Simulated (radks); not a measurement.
Task: Neutral lead, configuration [Hg] 6p2 (the NIST ground configuration). Calculated with a radial shooting solver on a logarithmic mesh with Libxc functionals: scalar-relativistic Kohn-Sham, BLYP, spin-polarised, spherical densities, finite nucleus; open shells are filled with parallel spins first (spin-orbit coupling, left out, can overturn this in heavy ions); Fermi nuclear charge, rms radius 5.5012 fm. Some entries of the table are withheld. Estimate them.

orbital,occ.,eigenvalue (eV),r(max) (bohr)
1s up,1,-88081.96,0.009847
1s down,1,-88081.94,0.009847
2s up,1,-15755.83,0.05716
2s down,1,-15755.83,0.05716
2p up,3,-13521.26,0.04760
2p down,3,-13521.25,0.04760
3s up,1,-3781.870,0.1612
3s down,1,-3781.860,0.1612
3p up,3,-3140.785,0.1613
3p down,3,-3140.773,0.1613
3d up,5,-2485.149,0.1314
3d down,5,-2485.139,0.1314
4s up,1,-855.6572,0.3623
4s down,1,-855.6397,0.3623
4p up,3,-645.4590,0.3823
4p down,3,-645.4402,0.3823
4d up,5,-401.6928,0.3883
4d down,5,-401.6715,0.3883
5s up,1,-143.7777,0.7886
5s down,1,-143.7285,0.7886
4f up,7,-132.5456,0.3497
4f down,7,-132.5209,0.3497
5p up,3,-85.5037,0.8813
5p down,3,-85.4557,0.8814
5d up,5,(1),1.073
5d down,5,(2),1.072
6s up,1,-12.1830,1.973
6s down,1,-11.4168,1.955
6p up,2,(3),(4)
6p down,0,(5),(6)

Result: 
(1) 5d up eigenvalue (eV): -20.8931
(2) 5d down eigenvalue (eV): -20.7259
(3) 6p up eigenvalue (eV): -3.7227
(4) 6p up r(max) (bohr): 2.660
(5) 6p down eigenvalue (eV): -2.8831
(6) 6p down r(max) (bohr): 2.656
